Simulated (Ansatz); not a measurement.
Correlation energies of C₂H₈GaN (`[CH3][Ga]([CH3])[NH2]`) by basis set

Cartesian coordinates in Å:
```
C -1.567 0.510 0.962
Ga 0.115 0.008 0.075
C 0.307 -0.597 -1.786
N 1.639 0.112 1.073
H -1.405 0.801 2.001
H -2.041 1.346 0.441
H -2.275 -0.322 0.944
H -0.071 0.160 -2.478
H 1.349 -0.802 -2.039
H -0.273 -1.507 -1.956
H 1.667 0.407 2.034
H 2.556 -0.117 0.730
```

Charge 0, multiplicity 1. Correlated methods include outer-core shells of Ga, which these sets cover unevenly. Scalar relativity is left out up to krypton. All single points use the PBE0-D4/def2-TZVP geometry. It is one conformer, not always the lowest. Frozen core, restricted reference, Ansatz 0.2.0.

```json
{"basis": "def2-SVP", "HF (Eh)": "-2057.76971", "MP2 corr.": "-0.68569", "CCSD corr.": "-0.72051", "(T)": "-0.02151", "CCSD(T) total": "-2058.51173"}
{"basis": "def2-TZVPP", "HF (Eh)": "-2058.17562", "MP2 corr.": "-0.81367", "CCSD corr.": "-0.84406", "(T)": "-0.03313", "CCSD(T) total": "-2059.05281"}
{"basis": "def2-QZVPP", "HF (Eh)": "-2058.22277", "MP2 corr.": "-1.09984", "CCSD corr.": "–", "(T)": "–", "CCSD(T) total": "–"}
```
